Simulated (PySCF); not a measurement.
# Working out the ionisation energy of Ba⁺

Ba⁺ [Xe] 6s1 (2S) → Ba²⁺ [Xe] (1S). Computed with PySCF 2.14 in ANO-RCC-VTZP (8s7p4d2f1g, 72 functions), with scalar relativity by spin-free X2C-1e. Frozen: [Kr] 4d10. Energies in hartree (1 hartree = 27.21139 eV):

```csv
part,Ba⁺ (lower),Ba²⁺ (upper)
UHF,-8131.134075,-8130.791441
CCSD correlation,-0.187265,-0.171834
(T),-0.005458,-0.004240
```

What does Hartree-Fock give?

(-8130.791441) − (-8131.134075) = 0.342634 hartree = 9.324 eV.

What do CCSD and CCSD(T) give?

The CCSD correlation energies differ by 0.015431 hartree = 0.420 eV and the triples by 0.001218 hartree = 0.033 eV, so CCSD gives 9.744 eV and CCSD(T) 9.777 eV.

Measured between the centres of the two terms (NIST): 10.004 eV, so CCSD(T) (valence and next inner shell) is off by -0.227 eV.

What remains against the reference includes basis incompleteness, the frozen core and higher excitations.
